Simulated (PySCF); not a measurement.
Isotope clusters of molecular radical cations, worked from isotope masses and abundances (centroid m/z, relative intensity):

1. 162.0722 (100.0), 163.0756 (7.8)
2. 149.0145 (100.0), 150.0149 (14.7), 151.0113 (12.0), 152.0116 (1.3), 153.0081 (0.5)
3. 79.0417 (100.0), 80.0446 (5.8)

Lines and terms under 0.3 % are left out. Candidates, as SMILES:
A. `C[C@@H](C#N)C#C`
B. `CS[Si@@H]1CC[SiH2]N1`
C. `CP(C)/P=C\C(C)(C)C`

Match clusters and compounds, and give each formula.

1 = C, C7H16P2, monoisotopic mass of the neutral 162.0727 u; relative to that species, one 13C gives 7.6 % at +1.
2 = B, C3H11NSSi2, monoisotopic mass of the neutral 149.0151 u; relative to that species, one 29Si gives 10.2 % at +1, one 13C gives 3.2 % at +1, one 33S gives 0.8 % at +1, one 15N gives 0.4 % at +1, one 30Si gives 6.7 % at +2 and one 34S gives 4.5 % at +2.
3 = A, C5H5N, monoisotopic mass of the neutral 79.0422 u; relative to that species, one 13C gives 5.4 % at +1 and one 15N gives 0.4 % at +1.

What is the mean mass of the whole cluster 1, and how does it compare with the molar mass?

162.149 u over all lines, faint ones too (the ion lacks one electron, 0.0005 u); standard atomic weights give 162.153 g/mol for C7H16P2.

Give the exact less the nominal mass of each, in mDa.

C5H5N +42.2, C3H11NSSi2 +15.1, C7H16P2 +72.7 (neutral, monoisotopic).

Abundances used (%; other tables differ somewhat): 12C 98.93, 13C 1.07; 1H 99.9885, 2H 0.0115; 32S 94.93, 33S 0.76, 34S 4.29, 36S 0.02; 28Si 92.2297, 29Si 4.6832, 30Si 3.0872; 14N 99.632, 15N 0.368.

Isomers would give the same cluster, so the cluster fixes the formula at best.

Masses and patterns are calculated from tabulated isotope masses and abundances.
